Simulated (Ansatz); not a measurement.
C$_{4}$H$_{10}$AlO$_{2}$ (SMILES CC[O][Al+][O]CC), charge +1, singlet, at a GFN2-xTB geometry (such geometries of metal compounds can be far from the true shape). Base run: MP2/6-31G** in Ansatz (a quantum-chemistry and plane-wave program).

The Ansatz input:
Ansatz 0.2 input:
```yaml
crystal:
  periodic: [false, false, false]
  atoms:
    - {symbol: Al, position_ang: [-0.00822737, 0.03794506, -0.00287840]}
    - {symbol: O, position_ang: [-1.59769997, -0.27851310, -0.17899019]}
    - {symbol: C, position_ang: [-2.64904094, -0.64359554, 0.72362310]}
    - {symbol: C, position_ang: [-2.25755280, -0.30057136, 2.14420338]}
    - {symbol: H, position_ang: [-3.52604352, -0.07364592, 0.40407054]}
    - {symbol: H, position_ang: [-2.83967804, -1.71337710, 0.60644694]}
    - {symbol: H, position_ang: [-2.17390254, 0.78102768, 2.26409564]}
    - {symbol: H, position_ang: [-2.97163523, -0.68578690, 2.86928355]}
    - {symbol: H, position_ang: [-1.27488114, -0.76096394, 2.34600586]}
    - {symbol: O, position_ang: [1.56413623, 0.43331083, 0.16724772]}
    - {symbol: C, position_ang: [2.70016484, 0.40780944, -0.70573709]}
    - {symbol: C, position_ang: [2.24673363, 0.35046993, -2.14798853]}
    - {symbol: H, position_ang: [3.25408716, 1.32792305, -0.49921614]}
    - {symbol: H, position_ang: [3.31076948, -0.45932158, -0.44163272]}
    - {symbol: H, position_ang: [1.72877774, 1.27191146, -2.41982527]}
    - {symbol: H, position_ang: [3.07837069, 0.19351730, -2.83194150]}
    - {symbol: H, position_ang: [1.54777271, -0.49762641, -2.25053307]}
basis:
  gaussian:
    orbitals: 6-31G__.json
total_charge: 1
magnetization: {spin_polarized: false}
correlation: {method: mp2}
```
The basis file holds 6-31G** in the JSON format of the Basis Set Exchange.

Each row names what was changed in the base input (with any setting that the change needs).

```csv
change,basis functions,E (Eh),MP2 correlation (Eh),core-seconds (rough)
base,159,-549.74386,-0.98450,7
basis = 6-31G,87,-549.22500,-0.63420,3
basis = 3-21G,87,-546.37315,-0.62468,2
basis = pcseg-0,87,-548.20234,-0.63088,2
basis = def2-SV(P),122,-549.33640,-0.91130,4
basis = 6-31G*,129,-549.66449,-0.92134,4
basis = pcseg-1,152,-549.63394,-0.98523,8
basis = 6-311G**,195,-549.88686,-1.04338,10
basis = def2-SVPD,230,-549.49911,-1.02498,20
basis = aug-cc-pVDZ,255,-549.82733,-1.03235,30
basis = aug-pcseg-1,255,-549.70128,-1.02171,30
"basis = 6-311+G(2d,p)",257,-549.97112,-1.10760,20
basis = def2-TZVP,283,-550.09061,-1.19155,20
```

Totals compare only among sets that treat the same electrons; sets with core potentials leave the core out.
